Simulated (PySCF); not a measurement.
Job file and geometry (Å, from GFN2-xTB) of an NMR shielding run on `InChI=1S/C3H12FNSi3/c1-5-3-8(6,7)2-4/h1-3H2,6-7H3`, GIAO PBE0/pcSseg-1 NMR shielding, non-relativistic, gas phase (PySCF); density fitting, a coarse starting grid and PySCF grid level 2 are the driver's defaults:

```
$ OMP_NUM_THREADS=1 python probes_run.py task.json out

{"job": {"kind": "nmr", "xc": "PBE0", "basis": "pcSseg-1"}, "charge": 0, "multiplicity": 1}
C      2.726756    -0.995152    -0.708868
N      1.968059    -0.888301     0.284264
C      1.377392     0.352901     0.618641
Si    -0.508889     0.223005     0.167557
Si    -1.559871     2.163871     0.948705
Si    -0.700076    -0.469819    -2.058514
C     -1.097463    -1.258765     1.268702
F     -2.421293    -1.543475     0.973648
H      3.121609    -1.968991    -0.955418
H      3.027828    -0.155817    -1.346777
H      1.483436     0.498491     1.694465
H      1.835013     1.208657     0.098517
H     -1.140708     3.334025     0.169192
H     -3.014543     2.069401     0.830370
H     -1.266679     2.478951     2.353026
H     -2.047941    -0.203545    -2.565914
H      0.228444     0.280286    -2.914846
H     -0.417365    -1.890175    -2.281341
H     -1.065667    -1.049794     2.341382
H     -0.533192    -2.175076     1.080173
```

**Question.** What does the program print?

**Answer.** 
```
coarse grid: 17720 points
cycle   1  E = -1143.7308904135  dE =  4.251e-01  |g| = 4.987e-01  |ddm| = 3.913e+00
cycle   2  E = -1143.6972434511  dE =  3.365e-02  |g| = 6.873e-01  |ddm| = 1.059e+00
cycle   3  E = -1143.7781331877  dE = -8.089e-02  |g| = 9.043e-02  |ddm| = 6.455e-01
cycle   4  E = -1143.7792463376  dE = -1.113e-03  |g| = 5.358e-02  |ddm| = 8.826e-02
cycle   5  E = -1143.7798411188  dE = -5.948e-04  |g| = 1.098e-02  |ddm| = 4.371e-02
cycle   6  E = -1143.7798626604  dE = -2.154e-05  |g| = 4.097e-03  |ddm| = 1.257e-02
cycle   7  E = -1143.7798668042  dE = -4.144e-06  |g| = 3.826e-04  |ddm| = 4.778e-03
final grid: 156464 points
cycle   8  E = -1143.8302765088  dE = -3.554e-05  |g| = 7.652e-03  |ddm| = 2.408e-02
cycle   9  E = -1143.8302655154  dE =  1.099e-05  |g| = 1.049e-02  |ddm| = 1.619e-02
cycle  10  E = -1143.8302896599  dE = -2.414e-05  |g| = 1.764e-03  |ddm| = 9.873e-03
cycle  11  E = -1143.8302902818  dE = -6.219e-07  |g| = 4.615e-04  |ddm| = 1.494e-03
cycle  12  E = -1143.8302903237  dE = -4.189e-08  |g| = 1.450e-04  |ddm| = 3.940e-04
cycle  13  E = -1143.8302903271  dE = -3.443e-09  |g| = 3.201e-05  |ddm| = 1.258e-04
cycle  14  E = -1143.8302903273  dE = -2.103e-10  |g| = 6.652e-06  |ddm| = 4.428e-05
converged SCF energy = -1143.8302903273

GIAO shielding tensors (ppm)
atom      isotropic    diamagn.    paramagn.     s11        s22        s33       span
  0 C       33.325     255.073    -221.748    -65.804     49.959    115.822    181.626
  1 N     -139.869     329.387    -469.256   -526.392   -172.340    279.125    805.516
  2 C      132.018     254.871    -122.853    106.223    115.090    174.741     68.518
  3 Si     389.020     882.216    -493.196    354.824    394.968    417.266     62.442
  4 Si     463.328     880.473    -417.145    441.816    466.808    481.360     39.544
  5 Si     462.512     881.233    -418.722    440.853    466.839    479.843     38.990
  6 C      104.521     249.262    -144.741     52.811     82.398    178.356    125.545
  7 F      467.736     473.700      -5.964    410.225    488.061    504.922     94.697
  8 H       24.603      29.607      -5.004     23.220     23.589     27.001      3.781
  9 H       24.074      31.397      -7.323     20.108     24.169     27.944      7.836
 10 H       27.665      32.490      -4.825     24.912     26.777     31.307      6.395
 11 H       28.540      33.737      -5.198     25.255     27.661     32.704      7.449
 12 H       28.253      29.193      -0.940     24.623     26.238     33.898      9.275
 13 H       28.038      28.895      -0.857     24.493     25.984     33.637      9.145
 14 H       28.061      29.142      -1.081     24.660     25.850     33.673      9.013
 15 H       28.226      29.366      -1.140     24.687     26.146     33.846      9.159
 16 H       28.473      30.357      -1.884     25.221     26.383     33.813      8.591
 17 H       28.180      29.974      -1.794     25.022     25.937     33.581      8.560
 18 H       26.420      30.762      -4.342     22.466     27.192     29.603      7.136
 19 H       26.153      31.033      -4.880     21.547     27.417     29.495      7.948
```

**Question.** Turn these shieldings into chemical shifts. Chemical shifts δ = σref − σ; ¹³C (186.93 ppm), ²⁹Si (349.16 ppm), ¹H (31.72 ppm) against TMS; ¹⁵N (267.73 ppm) vs NH3; ¹⁹F (170.95 ppm) against CFCl3, all at this level.

**Answer.** Averaging equivalent atoms: C 0: 153.6; C 6: 82.4; C 2: 54.9; N 1: 407.6; Si 3: -39.9; Si 4/5: -113.8; F 7: -296.8; H 9: 7.64; H 8: 7.11; H 18/19: 5.43; H 10/11: 3.61; H 12/13/14/15/16/17: 3.51 ppm. Unscaled 19F shifts against computed CFCl3 carry errors that often reach 10 to 50 ppm. Experimental scales use liquid or dissolved standards, which lie at an offset from isolated NH3 (liquid NH3: subtract about 20 ppm). Unscaled 15N shifts of sp2 nitrogen come out 20 to 40 ppm too high even then.

Size and cost of the density-fitted run: 217 basis functions, 89 s wall time on 1 thread of an Arm Neoverse N1, shared host; peak memory 0.94 GiB.
